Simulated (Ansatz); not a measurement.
Gas-phase electronic energies from Ansatz, PBE0-D4/def2-TZVP geometries. CCSD(T)/CBS is the MP2 limit (def2-TZVPP, def2-QZVPP) plus CCSD(T) − MP2 in def2-TZVPP, frozen cores. This one scheme is used for every species, atoms too. For atomizations the MP2-based limit and the directly extrapolated one differ by several kJ/mol either way, and by 10 to 25 for some Ge, Se and Sn compounds, so smaller differences from it don't rank the levels. DFT in def2-TZVPP. No spin–orbit coupling; open shells (•) take unrestricted orbitals. Spin–orbit coupling would lower the free atoms: a little for O, S, Si; clearly for Ge. Bonds to Ge are less sure, by a few kJ/mol each and by 10 to 20 or more in all where they break to atoms, as the def2 sets lack core-valence functions. Scalar relativity is left out up to krypton. Each species was taken in one conformer, which may not be the lowest.

Consider the atomization: `S[SiH2][O][GeH3]` → Ge• + 6 H• + O• + S• + Si•.

```csv
level,ΔE (kJ/mol)
r2SCANh,3074.2
r2SCAN0,3048.1
BHLYP,2984.5
HF/def2-QZVPP,2257.3
```

(1) What does CCSD(T)/CBS give? (Estimate.)

Largest T1 diagnostic among the species: 0.012.

## Answers

(1) The calculation gave: +3113.8 kJ/mol. The listed levels differ from it by -39.6, -65.7, -129.3, -856.5 kJ/mol.

At CCSD(T), def2-SVP lies −256.5 kJ/mol from the extrapolated value and def2-TZVPP −81.2 kJ/mol: correlation converges slowly with the basis, and small sets miss more of it in the bonded molecule than in its fragments. From r2SCAN to r2SCAN0 (25 % exact exchange), in def2-TZVPP and without D4, ΔE moves by −44.7 kJ/mol: exact exchange takes away binding that semilocal exchange gives to molecules.
